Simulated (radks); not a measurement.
Values are calculated unless marked as measured or tabulated.
Species: Ta65+. Configuration: [He] 2s2 2p4 (the NIST ground configuration).

Code: a radial shooting solver on a logarithmic mesh with Libxc functionals. Model: Dirac Kohn-Sham, PW91, spin-unpolarised, spherical densities, finite nucleus; open shells are shared between the two j in proportion to 2j + 1; Fermi nuclear charge, rms radius 5.3507 fm.

Energy parts (Ry):
total: -19172.0348
kinetic: 22301.5265
electron-nucleus: -42347.6979
Hartree: 1096.8446
exchange-correlation: -222.7079

Orbitals (lengths in bohr, moments of r in powers of bohr; <r^-3> diverges for s and p1/2; r(max) is where P^2 peaks):
| orbital | occ. | eigenvalue (Ry) | r(max) | <r> | <r^-3> | <r^4> |
|---|---|---|---|---|---|---|
| 1s1/2 | 2 | -5420.620 | 0.01167 | 0.01863 | - | 6.144e-07 |
| 2s1/2 | 2 | -1277.953 | 0.06604 | 0.07632 | - | 0.00008234 |
| 2p1/2 | 1.33333 | -1251.962 | 0.04895 | 0.06291 | - | 0.00004842 |
| 2p3/2 | 2.66667 | -1152.260 | 0.05542 | 0.07027 | 16650 | 0.00006841 |

The highest occupied level is 2p3/2 at -15677.3 eV. Summed over all electrons, <r^2> = 0.03727 bohr^2, which gives a Langevin (diamagnetic) susceptibility term of -0.0295 x 10^-6 cm^3/mol.
